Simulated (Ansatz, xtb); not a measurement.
**Relative energy of two structures of CH3BFSn**

Structure X: a doublet given by its coordinates. Structure Y: a doublet given by its coordinates. Both are isolated molecules in the gas phase, relaxed with PBE0-D3(BJ)/def2-SVP.

X (Å):

```
atom    x (Å)    y (Å)    z (Å)
   C  -1.0355  -0.3803   0.2071
   B   0.2461   0.5944  -2.5876
   F   1.1433   0.4367  -3.4855
  Sn  -1.4539   1.2168  -1.2940
   H  -1.1202  -1.3819  -0.2378
   H  -0.0355  -0.2649   0.6485
   H  -1.7892  -0.2782   1.0008
```

Close contacts (Å): C1–Sn4 2.23, B2–F3 1.28, B2–Sn4 2.23, C1–H5 1.10, C1–H6 1.10, C1–H7 1.10.

Y (Å):

```xyz
7

C    -1.1674   -0.4641   -0.6858
B    -0.5939    0.1327   -1.8823
F    -0.9199    0.5823   -3.0676
Sn    0.5589    1.3609   -0.2368
H    -2.2535   -0.4175   -0.5201
H    -0.6265   -1.1454   -0.0270
H     1.2486    0.1801    0.8794
```

Close contacts (Å): C1–B2 1.45, C1–Sn4 2.55, B2–F3 1.31, B2–Sn4 2.35, C1–H5 1.10, C1–H6 1.09, Sn4–H7 1.77.

Task: Which of the two would you expect CCSD(T)/def2-SVP electronic energies to favour?

Result: Structure X; the calculation gives E(Y) − E(X) = +11.7 kJ/mol.

The same difference at several levels:

| level | geometry | E(Y) − E(X) (kJ/mol) | departure from the last row (kJ/mol) | job, with rough time for the two |
| --- | --- | --- | --- | --- |
| GFN2-xTB | GFN2-xTB | −35.7 | −47.4 | optimisation, 0.2 s |
| HF/STO-3G | GFN2-xTB | +96.8 | +85.1 | single point, 4.3 s |
| r2SCAN-D4/def2-SVP | GFN2-xTB | −3.6 | −15.3 | single point, 6.9 s |
| PBE0-D3(BJ)/def2-SVP | PBE0-D3(BJ)/def2-SVP | −3.2 | −14.9 | optimisation, 75 s |
| HF/def2-SVP | PBE0-D3(BJ)/def2-SVP | +16.5 | +4.8 | part of the CCSD(T) run |
| MP2/def2-SVP | PBE0-D3(BJ)/def2-SVP | +11.4 | −0.3 | part of the CCSD(T) run |
| CCSD(T)/def2-SVP | PBE0-D3(BJ)/def2-SVP | +11.7 |  | single point, 42 s |

GFN2-xTB, r2SCAN-D4/def2-SVP, PBE0-D3(BJ)/def2-SVP put the two in the other order. The largest departure from CCSD(T)/def2-SVP is that of HF/STO-3G, 85.1 kJ/mol.

With harmonic frequencies from PBE0-D3(BJ)/def2-SVP (ideal gas, rigid rotor, one conformer each, 298.15 K, 1 atm): the zero-point term adds −10.2 kJ/mol; ΔH is 0.0 and ΔG +6.4 kJ/mol.

Open shells are spin-unrestricted, with notable spin contamination under HF/STO-3G, HF/def2-SVP, MP2/def2-SVP, CCSD(T)/def2-SVP. The correlated steps freeze 7 core orbitals; the filled d shell of Sn is correlated, in a basis made for valence electrons. Atoms past krypton carry core potentials in the def2 sets, other sets are all-electron and non-relativistic, and no spin–orbit term is included. Mirror images aren't counted in ΔG. Run with Ansatz 0.2.0, xtb 6.7.1; the last row on 2 threads of Arm Neoverse V2 on a shared host.
